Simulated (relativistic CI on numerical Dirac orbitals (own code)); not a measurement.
# Hyperfine structure of Se XXXIII, mass number 77

Computed by Dirac-Coulomb-Breit CI, KLI orbitals optimised for each configuration, model QED (radiative potential, 1s self-energy scaled to tabulated hydrogen-like ionisation energies), unscaled Slater integrals (own radial code, finite nucleus).

Configuration list: 1s², 1s2s, 1s2p, 1s3s, 1s3p, 1s3d, 1s4s, 1s4p, 1s4d, 1s4f, 1s5s, 1s5p, 1s5d, 1s5f, 1s5g, 1s6s, 1s6p, 1s6d. Levels of other configurations are missing.

Nuclear spin I = 1/2, μ = 0.53356 μN (tables of Stone and Pyykkö). The electronic factors are computed for point nuclear moments, without core polarisation or the Bohr-Weisskopf and QED corrections.

```
    Level   E (eV)  A (GHz)
 1s2s ³S1  11534.0     6537
1s2p ³P°1  11577.8     5770
1s2p ³P°2  11627.8     2972
1s2p ¹P°1  11650.6    -2520
 1s3s ³S1  13678.6     6036
1s3p ³P°1  13690.7     5651
1s3p ³P°2  13705.6     2932
 1s3d ³D2  13711.2     2923
```

Levels with J = 0, under 50 % of one LS term, or S terms without an open s electron are left out. Small factors come from cancelling terms and can be off by tens of per cent or more.

At this charge energies of transitions that change n are usually good to better than 1 %, and those within a shell (Δn = 0) to a few per cent.

Question: Give the hyperfine levels of 1s2s ³S1 relative to its centre of gravity.

Answer: With K = F(F + 1) − I(I + 1) − J(J + 1), E = AK/2: F = 1/2: -6537, F = 3/2: 3268 GHz.

LS names give the leading component of a level, which can be under half, so a name can repeat, a term be missing and a line seem to break the LS rules.
